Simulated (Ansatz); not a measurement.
Mulliken charges of `C[O][In]([F])[F]` from ωB97M-V/def2-TZVPP in Ansatz (PBE0-D4/def2-TZVP geometry).

```tsv
atom	x (Å)	y (Å)	z (Å)	charge (e)
C1	-0.371	-0.711	1.104	-0.173
O2	0.381	0.418	0.704	-0.485
In3	0.525	0.940	-1.173	1.225
F4	-0.355	-0.064	-2.575	-0.469
F5	1.533	2.465	-1.771	-0.453
H6	-0.291	-0.782	2.192	0.122
H7	0.010	-1.644	0.674	0.117
H8	-1.432	-0.623	0.846	0.117
```

Q: By hand: the dipole of these point charges (1 e Å = 4.8032 D).

A: Σ q r = (-0.207, -0.375, 0.486) e Å, of length 0.648 e Å = 3.11 D.

Q: How does the dipole of the full density compare? (An estimate is asked.)

A: The calculation gave: (-0.147, -0.274, 0.394) e Å, 2.41 D; the point charges give 1.29 times that, at 3° from its direction.

Point charges leave out the atoms' own dipoles, such as those of lone pairs, and Mulliken's split depends on the basis, so the two needn't agree.
